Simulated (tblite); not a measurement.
Isomers of C7H5F2O (doublet state). Computed values, GFN2-xTB/tblite, gas phase, harmonic and unscaled. Against measured fundamentals such values can be off by several per cent, at times by over 20. One conformer each. Open shells enter through the occupations alone, without spin polarisation, and single modes of such species can be off by tens of per cent.

Electronic energies: GFN2-xTB at the same geometries; isomer energies are rough at this level and their order can be wrong.

```json
{"SMILES": "FC(F)Oc1cc[c]cc1", "electronic energy, lowest = 0 (kcal/mol)": "21.9"}
{"SMILES": "[O]c1cccc(C(F)F)c1", "electronic energy, lowest = 0 (kcal/mol)": "0.0"}
{"SMILES": "FC(F)Oc1c[c]ccc1", "electronic energy, lowest = 0 (kcal/mol)": "21.0"}
```

Question: How do GFN2-xTB zero-point energies change the relative energies?

Answer: 
```
            SMILES  ZPE (kcal/mol)  of it from modes above 1550 cm⁻¹  electronic (kcal/mol)  with ZPE, lowest = 0 (kcal/mol)  lowest mode (cm⁻¹)  rings
[O]c1cccc(C(F)F)c1            62.8                              24.1                    0.0                              0.0                  23      1
  FC(F)Oc1c[c]ccc1            62.9                              24.1                   21.0                             21.1                  47      1
  FC(F)Oc1cc[c]cc1            62.9                              24.0                   21.9                             22.0                  49      1
```

The zero-point energies span 0.1 kcal/mol, from `[O]c1cccc(C(F)F)c1` to `FC(F)Oc1cc[c]cc1`. The order is unchanged.
